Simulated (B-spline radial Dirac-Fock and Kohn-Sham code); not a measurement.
## Relativistic shifts of the levels of Hg²²⁺

System: mercury as Hg²²⁺, [Kr] 4d10 4f12.

Both columns are ΔSCF binding energies of the configuration average from a radial B-spline solver: non-relativistic Hartree-Fock with a point nucleus, and Dirac-Fock with a finite nucleus and the Coulomb interaction alone, averaged over the two j levels with weights 2j+1.

```csv
shell,Hartree-Fock (eV),Dirac-Fock (eV),shift (eV),shift (%)
1s,76126.3,84168.5,+8042.23,+10.56
2s,13348.0,15516.4,+2168.32,+16.24
2p,12840.7,13577.7,+737.05,+5.74
3s,3628.7,4178.5,+549.79,+15.15
3p,3389.3,3601.9,+212.59,+6.27
3d,2948.0,2934.4,-13.55,-0.46
4s,1234.4,1383.3,+148.96,+12.07
4p,1128.6,1187.0,+58.36,+5.17
4d,934.8,935.5,+0.74,+0.08
4f,676.1,665.5,-10.62,-1.57
```

Relativity binds 1s, 2s, 2p, 3s, 3p, 4s, 4p, 4d more strongly, among those listed most of all 2s in relative terms, and 3d, 4f more weakly, because the contracted s and p shells screen the nucleus better.

Values without a named source are computed, but for edge energies of neutral atoms, which are taken from tables.
